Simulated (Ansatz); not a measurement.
Stepwise reaction of `FC[SiH2]CF` with hydrogen sulfide, as a gas-phase model of exchange steps in deposition or etching. ΔE in kJ/mol.

Computed with Ansatz on PBE0-D4/def2-TZVP structures; ΔE is electronic, products minus reactants. CCSD(T)/CBS is the MP2 limit (def2-TZVPP, def2-QZVPP) plus CCSD(T) − MP2 in def2-TZVPP, frozen cores. This one scheme is used for every species. Functionals use def2-TZVPP. B3LYP here is the variant with VWN-RPA as its local correlation; programs differ in this. One conformer a species, not always the lowest.

| step | reaction | PBE-D4 | B3LYP-D4 | ωB97M-V | CCSD(T)/CBS |
| --- | --- | --- | --- | --- | --- |
| 1 | `FC[SiH2]CF` + H₂S → `FC[SiH2]S` + `CF` | -77.3 | -76.8 | -75.7 | -79.5 |
| 2 | `FC[SiH2]S` + H₂S → `S[SiH2]S` + `CF` | -75.1 | -74.6 | -72.8 | -77.2 |

(1) By hand: ΔE of the 2 steps together at CCSD(T)/CBS.

Results:

(1) (-79.5) + (-77.2) = -156.7 kJ/mol, or -78.3 kJ/mol a step.

In ΔE the steps differ by no more than 2.3 kJ/mol. All are downhill at CCSD(T)/CBS. PBE-D4 differs from CCSD(T)/CBS by 2.1 to 2.2 kJ/mol a step. Isolated molecules leave out the surface, adducts and barriers. Largest T1 diagnostic: 0.011.
